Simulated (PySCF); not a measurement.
**Calculated NMR data**

[PySCF: coordinates at the GFN2-xTB level; shielding tensors at PBE0/pcSseg-1 (GIAO); equivalent nuclei averaged; relativity neglected; one computed conformer; isolated molecule]

References, each an isolated molecule treated in the same way: TMS for 1H (31.72 ppm), 13C (186.93 ppm). Splittings of carbon signals by F and P are missing where no couplings were computed. Where no couplings were computed, multiplicities follow the n + 1 count of equivalent neighbours, and m marks all less simple cases (inequivalent or close neighbours, rings, F or P nearby). Acid and N–H amide carbonyl carbons lie up to 10 ppm further downfield in solution (hydrogen bonding). Shifts are as computed. Against solution values, carbons near 30 ppm lie about +3 ppm off and those near 130 ppm about +5 ppm. Of 1211 compounds with measured shifts, 218 miss one by over three times the rms of a fit or turn the order of signals round; such compounds aren't used in these exercises. OH and NH positions are gas-phase values without hydrogen bonding to other molecules.

**1.** SMILES C/C=P\CC(C)C, C₆H₁₃P. 1H NMR (500 MHz, computed): δ 8.86 (m, 1H), 2.32 (m, 3H), 1.93 (m, 1H), 1.73 (m, 2H), 1.12 (d, 6H). 13C{1H} NMR (computed): δ 198.4, 44.1, 30.4, 26.2, 21.9.

**2.** SMILES CC(C)(C)c1cpcpc1, C₈H₁₂P₂. 1H NMR (500 MHz, computed): δ 10.79 (m, 1H), 9.43 (m, 2H), 1.46 (s, 9H). 13C{1H} NMR (computed): δ 192.0 (CH), 159.1 (C), 158.4 (CH), 40.5 (C), 33.3 (CH3).

**3.** SMILES CC#CC#CC(=O)NC, C₇H₇NO. 1H NMR (500 MHz, computed): δ 4.88 (br, 1H), 3.14 (d, 3H), 2.20 (s, 3H). 13C{1H} NMR (computed): δ 154.1, 88.5, 78.1, 72.5, 71.5, 25.9, 5.6.
